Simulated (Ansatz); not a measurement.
Consider the ligand exchange at the Se–Si bond: `O[SiH2][SeH]` + PH₃ → `P[SeH]` + `O[SiH3]`.

Calculated with Ansatz (gas phase, PBE0-D4/def2-TZVP geometries, no zero-point term in ΔE). CCSD(T)/CBS is the MP2 limit (def2-TZVPP, def2-QZVPP) plus CCSD(T) − MP2 in def2-TZVPP, frozen cores. This one scheme is used for every species. Functionals use def2-TZVPP. HSE06 is defined as in plane-wave codes. For Se outer-core shells are correlated without core-valence functions, which leaves a few kJ/mol of doubt a bond. Scalar relativity is left out up to krypton. One conformer a species, not always the lowest.

Task: Is it downhill or uphill in electronic energy at CCSD(T)/CBS, and by how much? (An estimate is asked.)

Result: The calculation gave: Uphill: ΔE = +13.4 kcal/mol.

Task: What do these levels give: PBE-D4, BLYP-D4, B97M-V, PBE-QIDH, PBE0, r2SCANh, HSE06, MP2/def2-SVP, MP2/def2-TZVPP, MP2/def2-QZVPP, SCS-MP2/def2-QZVPP, HF/CBS(def2)? (Estimate.)

Result: The calculation gave: PBE-D4 12.9, BLYP-D4 11.9, B97M-V 13.2, PBE-QIDH 13.5, PBE0 12.9, r2SCANh 13.5, HSE06 12.9, MP2/def2-SVP 14.5, MP2/def2-TZVPP 13.6, MP2/def2-QZVPP 13.4, SCS-MP2/def2-QZVPP 12.6, HF/CBS(def2) 11.9 kcal/mol.

Largest T1 diagnostic among the species: 0.013.

Leaving LDA and LC-ωPBE aside and taking each functional with its dispersion term where it has one, the values, not all of them listed here, spread over 1.7 kcal/mol, from BLYP-D4 to r2SCAN0-D4. LDA lies +1.5 kcal/mol from PBE without D4. In def2-TZVPP, CCSD(T) changes the Hartree–Fock value by +1.4 kcal/mol (the triples alone add +0.1 kcal/mol) and MP2 by +1.5 kcal/mol.
